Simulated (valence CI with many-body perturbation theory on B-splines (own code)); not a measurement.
**Questions on Ce⁵³⁺**

Calculated by configuration interaction combined with many-body perturbation theory (CI+MBPT): three valence electrons over a frozen Dirac-Fock core [He], a basis of 11 s, 11 p, 10 d, 8 f, 5 g, 2 h functions for each j, with the one-electron correlation potential Σ1, the two-electron term Σ2, the three-electron term Σ3, Breit, model QED; selected CI, second order for the rest, scaled by the run's own slope (own B-spline code, finite nucleus).

The last digits are not significant, and no measured levels were compared; by estimate large intervals hold to a few tenths of a per cent, small ones and those within an open d or f shell to about a per cent.

Levels are named by their leading jj configuration (3d3/2^4 stands for four electrons in 3d with j = 3/2), which in mixed levels can hold well under half, so a name can repeat and another be missing.

Rates and lifetimes use the calculated energies. Strong lines usually hold to 10 to 20 %, long lifetimes can be off by a factor of two.

(1) What is the ground level?

(2) How well does LS coupling describe the low levels?

(3) Where does the other parity begin?

(4) Among levels below 8812.8 eV, which E1 lines absorb most strongly from the ground level?

(5) What is the ionisation energy?

Answers

(1) (2s^2 2p1/2) J=1/2, composition 100 % 2s²2p ²P°, g = 0.636.

(2) Among the lowest 20 levels the leading LS term, summed over configurations, holds 76 % on average. For single configurations the figures are 76 % in LS and 99 % in jj coupling. Terms mix most in the J = 3/2 level at 899.8 eV, where the leading one holds 47 %.

(3) At (2s 2p1/2^2) J=1/2, 182.3 eV.

(4) to (2s^2 3d3/2) J=3/2 at 0.1956 nm, f = 0.541; to (2s 2p1/2 3p1/2) J=3/2 at 0.1974 nm, f = 0.245; to (2s 2p1/2 3p3/2) J=3/2 at 0.1925 nm, f = 0.179.

(5) 10835 eV; NIST lists 10840 ± 5 eV (theoretical).
